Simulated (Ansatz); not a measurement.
## Molecular dynamics of FH$_{5}$HfN$_{2}$O

Input file:

```yaml
crystal:
  periodic: [false, false, false]
  atoms:
    - { symbol: Hf, position_ang: [-0.140856, -0.035158, -0.08587] }
    - { symbol: O, position_ang: [-0.404535, -0.057364, 1.829845] }
    - { symbol: H, position_ang: [-0.173297, 0.024705, 2.753434] }
    - { symbol: "N", position_ang: [1.839003, -0.046982, -0.577025] }
    - { symbol: H, position_ang: [2.386169, -0.853649, -0.867232] }
    - { symbol: H, position_ang: [2.458053, 0.761404, -0.548623] }
    - { symbol: F, position_ang: [-0.894395, 1.544364, -0.90825] }
    - { symbol: "N", position_ang: [-0.914465, -1.76714, -0.824382] }
    - { symbol: H, position_ang: [-1.245366, -2.555819, -0.272474] }
    - { symbol: H, position_ang: [-1.12311, -1.95576, -1.803324] }
basis:
  gaussian: { orbitals: def2-SVP }
hamiltonian:
  xc: pbe0
md:
  timestep: 2.0
  n_steps: 40
  ensemble: nve
  temperature: 300.0
  initial_velocities: maxwell_boltzmann
  seed: 37326
```

Run as:

```bash
$ ansatz run input.yaml --threads 2 --pin off --max-ram 3072MiB --backend cpu --events-out ev --progress --plain --runs-dir out
```

It starts from a relaxed structure.

Output, in part (step lines, the closing report, with atoms numbered from 0):

```
md step     0: t =     0.00 fs  T =   300.0 K  F+E_penalty+E_count = -9123.68345343 eV  E_kin = 0.310224 eV  conserved = -9123.37322944 eV  (28 SCF iters)
md step     1: t =     2.00 fs  T =   269.6 K  F+E_penalty+E_count = -9123.62378914 eV  E_kin = 0.278764 eV  conserved = -9123.34502469 eV  (31 SCF iters)
md step     2: t =     4.00 fs  T =   257.6 K  F+E_penalty+E_count = -9123.62912561 eV  E_kin = 0.266386 eV  conserved = -9123.36273971 eV  (31 SCF iters)
md step     3: t =     6.00 fs  T =   210.8 K  F+E_penalty+E_count = -9123.56818692 eV  E_kin = 0.217994 eV  conserved = -9123.35019281 eV  (30 SCF iters)
md step     4: t =     8.00 fs  T =   189.1 K  F+E_penalty+E_count = -9123.55732675 eV  E_kin = 0.195499 eV  conserved = -9123.36182748 eV  (31 SCF iters)
md step     5: t =    10.00 fs  T =   160.2 K  F+E_penalty+E_count = -9123.52662048 eV  E_kin = 0.165670 eV  conserved = -9123.36095038 eV  (31 SCF iters)
md step     6: t =    12.00 fs  T =   135.7 K  F+E_penalty+E_count = -9123.49463724 eV  E_kin = 0.140293 eV  conserved = -9123.35434390 eV  (31 SCF iters)
md step     7: t =    14.00 fs  T =   123.3 K  F+E_penalty+E_count = -9123.48780190 eV  E_kin = 0.127462 eV  conserved = -9123.36034031 eV  (31 SCF iters)
md step     8: t =    16.00 fs  T =   107.5 K  F+E_penalty+E_count = -9123.45538838 eV  E_kin = 0.111158 eV  conserved = -9123.34423007 eV  (31 SCF iters)
md step     9: t =    18.00 fs  T =   132.1 K  F+E_penalty+E_count = -9123.50379550 eV  E_kin = 0.136605 eV  conserved = -9123.36719069 eV  (32 SCF iters)
md step    10: t =    20.00 fs  T =   138.9 K  F+E_penalty+E_count = -9123.49645991 eV  E_kin = 0.143677 eV  conserved = -9123.35278290 eV  (32 SCF iters)
md step    11: t =    22.00 fs  T =   169.7 K  F+E_penalty+E_count = -9123.54536457 eV  E_kin = 0.175454 eV  conserved = -9123.36991031 eV  (31 SCF iters)
md step    12: t =    24.00 fs  T =   166.4 K  F+E_penalty+E_count = -9123.52246441 eV  E_kin = 0.172119 eV  conserved = -9123.35034556 eV  (31 SCF iters)
md step    13: t =    26.00 fs  T =   182.7 K  F+E_penalty+E_count = -9123.54712720 eV  E_kin = 0.188941 eV  conserved = -9123.35818655 eV  (31 SCF iters)
md step    14: t =    28.00 fs  T =   180.7 K  F+E_penalty+E_count = -9123.53812574 eV  E_kin = 0.186853 eV  conserved = -9123.35127251 eV  (31 SCF iters)
md step    15: t =    30.00 fs  T =   189.0 K  F+E_penalty+E_count = -9123.55296991 eV  E_kin = 0.195449 eV  conserved = -9123.35752077 eV  (31 SCF iters)
md step    16: t =    32.00 fs  T =   188.3 K  F+E_penalty+E_count = -9123.55941742 eV  E_kin = 0.194754 eV  conserved = -9123.36466391 eV  (31 SCF iters)
md step    17: t =    34.00 fs  T =   179.0 K  F+E_penalty+E_count = -9123.54160041 eV  E_kin = 0.185152 eV  conserved = -9123.35644882 eV  (31 SCF iters)
md step    18: t =    36.00 fs  T =   169.1 K  F+E_penalty+E_count = -9123.53697449 eV  E_kin = 0.174812 eV  conserved = -9123.36216205 eV  (29 SCF iters)
md step    19: t =    38.00 fs  T =   146.8 K  F+E_penalty+E_count = -9123.49939195 eV  E_kin = 0.151778 eV  conserved = -9123.34761346 eV  (31 SCF iters)
md step    20: t =    40.00 fs  T =   146.3 K  F+E_penalty+E_count = -9123.51422550 eV  E_kin = 0.151239 eV  conserved = -9123.36298690 eV  (31 SCF iters)
md step    21: t =    42.00 fs  T =   134.1 K  F+E_penalty+E_count = -9123.49349140 eV  E_kin = 0.138686 eV  conserved = -9123.35480526 eV  (31 SCF iters)
md step    22: t =    44.00 fs  T =   128.7 K  F+E_penalty+E_count = -9123.49927996 eV  E_kin = 0.133131 eV  conserved = -9123.36614941 eV  (31 SCF iters)
md step    23: t =    46.00 fs  T =   104.4 K  F+E_penalty+E_count = -9123.46375379 eV  E_kin = 0.107929 eV  conserved = -9123.35582436 eV  (30 SCF iters)
md step    24: t =    48.00 fs  T =    85.9 K  F+E_penalty+E_count = -9123.44217930 eV  E_kin = 0.088787 eV  conserved = -9123.35339236 eV  (31 SCF iters)
md step    25: t =    50.00 fs  T =    75.7 K  F+E_penalty+E_count = -9123.43301552 eV  E_kin = 0.078271 eV  conserved = -9123.35474489 eV  (32 SCF iters)
md step    26: t =    52.00 fs  T =    69.0 K  F+E_penalty+E_count = -9123.42377808 eV  E_kin = 0.071329 eV  conserved = -9123.35244890 eV  (31 SCF iters)
md step    27: t =    54.00 fs  T =    76.5 K  F+E_penalty+E_count = -9123.44638039 eV  E_kin = 0.079102 eV  conserved = -9123.36727859 eV  (31 SCF iters)
md step    28: t =    56.00 fs  T =    69.1 K  F+E_penalty+E_count = -9123.42589154 eV  E_kin = 0.071452 eV  conserved = -9123.35443975 eV  (31 SCF iters)
md step    29: t =    58.00 fs  T =    81.5 K  F+E_penalty+E_count = -9123.44904852 eV  E_kin = 0.084260 eV  conserved = -9123.36478890 eV  (31 SCF iters)
md step    30: t =    60.00 fs  T =    91.7 K  F+E_penalty+E_count = -9123.44198868 eV  E_kin = 0.094781 eV  conserved = -9123.34720763 eV  (31 SCF iters)
md step    31: t =    62.00 fs  T =   128.0 K  F+E_penalty+E_count = -9123.49096234 eV  E_kin = 0.132345 eV  conserved = -9123.35861685 eV  (31 SCF iters)
md step    32: t =    64.00 fs  T =   156.4 K  F+E_penalty+E_count = -9123.51776595 eV  E_kin = 0.161710 eV  conserved = -9123.35605583 eV  (31 SCF iters)
md step    33: t =    66.00 fs  T =   175.8 K  F+E_penalty+E_count = -9123.54274126 eV  E_kin = 0.181797 eV  conserved = -9123.36094463 eV  (31 SCF iters)
md step    34: t =    68.00 fs  T =   190.7 K  F+E_penalty+E_count = -9123.56084939 eV  E_kin = 0.197235 eV  conserved = -9123.36361445 eV  (30 SCF iters)
md step    35: t =    70.00 fs  T =   183.0 K  F+E_penalty+E_count = -9123.53988033 eV  E_kin = 0.189186 eV  conserved = -9123.35069478 eV  (31 SCF iters)
md step    36: t =    72.00 fs  T =   191.3 K  F+E_penalty+E_count = -9123.56010691 eV  E_kin = 0.197801 eV  conserved = -9123.36230593 eV  (31 SCF iters)
md step    37: t =    74.00 fs  T =   168.6 K  F+E_penalty+E_count = -9123.52054333 eV  E_kin = 0.174337 eV  conserved = -9123.34620667 eV  (29 SCF iters)
md step    38: t =    76.00 fs  T =   164.7 K  F+E_penalty+E_count = -9123.53981231 eV  E_kin = 0.170347 eV  conserved = -9123.36946487 eV  (30 SCF iters)
md step    39: t =    78.00 fs  T =   125.4 K  F+E_penalty+E_count = -9123.48313701 eV  E_kin = 0.129632 eV  conserved = -9123.35350483 eV  (31 SCF iters)
md step    40: t =    80.00 fs  T =   113.9 K  F+E_penalty+E_count = -9123.48521953 eV  E_kin = 0.117771 eV  conserved = -9123.36744879 eV  (29 SCF iters)
Total energy: -9123.48528070 eV, -335.2818999453 hartree
Atom 0 at    -0.129148    -0.038042    -0.105049 Å, force    -0.073379     0.162443     1.840474 eV/Å
Atom 1 at    -0.313361     0.056744     1.850852 Å, force     0.158781     0.004635    -1.302123 eV/Å
Atom 2 at    -0.359729     0.056774     2.801506 Å, force    -0.015200    -0.037009     0.097961 eV/Å
Atom 3 at     1.915147    -0.149472    -0.391366 Å, force    -0.236307     0.568310    -0.360234 eV/Å
Atom 4 at     2.394784    -0.505678    -1.219440 Å, force    -0.031615    -0.061221     0.188502 eV/Å
Atom 5 at     2.515109     0.577866     0.016243 Å, force    -0.092618    -0.339790    -0.038734 eV/Å
Atom 6 at    -1.063230     1.488584    -0.863111 Å, force     0.298177    -0.270427    -0.092116 eV/Å
Atom 7 at    -0.997539    -1.710247    -0.845560 Å, force     0.105668     0.240000    -0.499169 eV/Å
Atom 8 at    -0.927255    -2.705069    -0.729722 Å, force     0.244077    -0.555587     0.516562 eV/Å
Atom 9 at    -1.562271    -1.618597    -1.680523 Å, force    -0.357583     0.288646    -0.351123 eV/Å
Dipole moment:     0.223469    -0.344642    -0.001655 e Å
```

All steps were run. The conserved energy stayed within 2.9 meV per atom of its start (net change 0.58 meV per atom), so there is no drift, though single steps change it by up to 28 meV in the whole system, a sign of fast motions only just resolved. The temperature averaged 0.42 of the 300 K drawn at the start: a run that starts near a minimum puts about half its kinetic energy into the potential. A step of 2 fs is long for free X–H stretches (periods near 10 fs) and can bias their spread and the temperature. A run of 0.08 ps of so small a system gives no equilibrium averages.

The same pairs are bonded in the first frame and the last. Pairs count as bonded within 1.25 times the sum of covalent radii (0.12 Å more for H–H).

Last frame:

```xyz
10
Properties=species:S:1:pos:R:3
Hf -0.129 -0.038 -0.105
O -0.313 0.057 1.851
H -0.360 0.057 2.801
N 1.915 -0.149 -0.391
H 2.395 -0.506 -1.219
H 2.515 0.578 0.016
F -1.063 1.489 -0.863
N -0.998 -1.710 -0.846
H -0.927 -2.705 -0.730
H -1.562 -1.619 -1.681
```

The run took 2.1 min on 2 threads of Arm Neoverse V2, with other jobs on the host, peak memory 0.26 GiB.
